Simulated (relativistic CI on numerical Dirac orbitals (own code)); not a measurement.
## Crystal-field levels of Cu3+, 3d8

Calculated by Dirac-Coulomb-Breit CI, KLI orbitals optimised for each configuration, model QED, valence Slater integrals scaled by 0.75, one configuration in a parametric crystal field (own radial code).

Field parameters in Wybourne normalisation: Oh B⁴₀ = 21Dq, B⁴₄ = √(5/14) B⁴₀. The field is a parameter set, without covalency.

S is read from ⟨S²⟩ = S(S + 1).

Levels (cm⁻¹, degeneracy): 0 (3), 11730 (2), 12024 (3), 12560 (3), 12795 (1), 16609 (2), 18904 (1), 19607 (3), 20589 (3), 21002 (2), 28103 (1), 28237 (3).

Which field gives this pattern?
A. Oh, 10Dq = 9250 cm⁻¹
B. Oh, 10Dq = 12200 cm⁻¹
C. Oh, 10Dq = 21250 cm⁻¹
D. Oh, 10Dq = 10300 cm⁻¹

B. Oh, 10Dq = 12200 cm⁻¹, ground level with S = 1.00.
